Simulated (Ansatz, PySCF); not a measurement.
F₂Hf, SMILES [F][Hf][F], multiplicity 1. Atoms are numbered in the order given.

```xyz
3

Hf     0.0000     0.0000     0.0756
F      0.0000     1.5899     1.0636
F      0.0000    -1.5899     1.0636
```

Coordinates come from a r2SCAN-D4/def2-TZVP optimisation. The multiplicity is an assumed one; other spin states were not compared. The def2 effective core potentials stand for the cores of Hf; spin–orbit coupling is left out.

Two levels are set side by side: PBE-D3(BJ)/def2-TZVP (Ansatz, an electronic-structure program) and r2SCAN-D4/def2-TZVP (Ansatz). Each level has its own optimised geometry; the coordinates shown are those of the second. Frequencies come from the Hessian of PySCF at each geometry. Differences are taken from unrounded values.

| quantity | r2SCAN-D4 | PBE-D3(BJ) | PBE-D3(BJ) minus r2SCAN-D4 |
|---|---|---|---|
| mean bond length (Å) | 1.872 | 1.883 | 0.011 |
| bond Hf1–F2 (Å) | 1.872 | 1.883 | 0.011 |
| bond Hf1–F3 (Å) | 1.872 | 1.883 | 0.011 |
| highest harmonic wavenumber (cm⁻¹) | 685 | 663 | -22 |
| mean harmonic wavenumber (cm⁻¹) | 490 | 472 | -18 |
| zero-point energy (kcal/mol) | 2.10 | 2.02 | -0.08 |
